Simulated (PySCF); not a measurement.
## Correlation energy of Ar²⁺ (argon, charge +2)

[Ne] 3s2 3p4, high-spin 3P determinant. All numbers are calculated (PySCF 2.14, scalar relativity by spin-free X2C-1e, in dyall-acv3z (19s12p6d4f, 113 functions)). Frozen: [Ne]; 6 electrons correlated; the 31 highest virtual orbitals of each spin left out.

MP2 pair energies summed by pair of shells (mhartree):

```json
{"pair": "3p-3p", "energy": "-63.96", "share (%)": "46.6"}
{"pair": "3s-3p", "energy": "-62.98", "share (%)": "45.9"}
{"pair": "3s-3s", "energy": "-10.38", "share (%)": "7.6"}
```

Total MP2 correlation energy: -137.31 mhartree.

Same-spin part -30.98 and opposite-spin part -106.33 mhartree; SCS-MP2 scales them by 1/3 and 6/5 to -137.92 mhartree.
